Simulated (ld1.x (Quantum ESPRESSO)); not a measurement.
## What one change does to a pseudopotential (mercury (Hg), TM semilocal)

```
Element                 : Hg
Generator               : ld1.x (Quantum ESPRESSO) 7.5
Type                    : norm-conserving Troullier–Martins (semilocal form)
Functional              : LDA (PZ)
Relativity              : scalar-relativistic
Frozen core             : [Xe] 4f14
Valence charge          : 12
Reference configuration : 5d10 6s2 6p0
Partial waves           : 6s (bound): rc 2.15 bohr; 5d (bound): rc 1.90 bohr; 6p (bound, empty): rc 2.50 bohr
Local potential         : the p channel
Core correction         : none
```

Change: all radii scaled by about 1.26 (s 2.72, p 3.16, d 2.40 bohr).

Cutoffs: the cutoffs (Ry, on a coarse ladder) from which the occupation-weighted sum of valence levels, in a spherical-Bessel basis at the reference potential, stays within 10 and 1 mRy of its value at 400 Ry; they do not see the model core or the augmentation charge, which bear on the density cutoff. Errors are all-electron minus pseudo energies relative to the spin-unpolarised reference configuration.

Q: Predict the effect on cutoff, ghosts and configuration errors.

A: The potential gets softer (50 Ry and 70 Ry → 40 Ry and 60 Ry); of the 9 tests that both files solve, the error grows in 2 and shrinks in 6 by more than 15 % and 0.3 meV (median size 13.2 → 9.4 meV); neither file shows a bound ghost. A larger radius leaves more room for a smooth pseudo-wave, so fewer plane waves are needed. A semilocal file is local in each channel, so a ghost entry of none says nothing of the separable form that plane-wave codes build from it.

| quantity | base | changed |
| --- | --- | --- |
| cutoff, loose | 50 Ry | 40 Ry |
| cutoff, tight | 70 Ry | 60 Ry |
| loose cutoff by channel (10 mRy a level) | s 8 Ry, d 40 Ry | s 8 Ry, d 35 Ry |
| bound ghosts | none | none |
| error for 5d10 6s1 6p0, meV [ΔE 11.05 eV] | -5.0 | -2.0 |
| error for 5d10 6s0 6p0, meV [ΔE 30.44 eV] | -13 | -11 |
| error for 5d9 6s0 6p0, meV [ΔE 66.26 eV] | +36 | -75 |
| error for 5d8 6s0 6p0, meV [ΔE 116.29 eV] | +30 | -203 |
| error for 5d10 6s1 6p1, meV [ΔE 6.16 eV] | -1.1 | -1.0 |
| error for 5d10 6s1.5 6p0, meV [ΔE 4.53 eV] | -1.9 | -1.0 |
| error for 5d9 6s2 6p0, meV [ΔE 15.73 eV] | -18 | +9.4 |
| error for 5d10 6s1 6p0 (spin-polarised), meV [ΔE 10.89 eV] | +1.4 | -0.6 |
| error for 5d9 6s0 6p0 (spin-polarised), meV [ΔE 66.10 eV] | +136 | +22 |
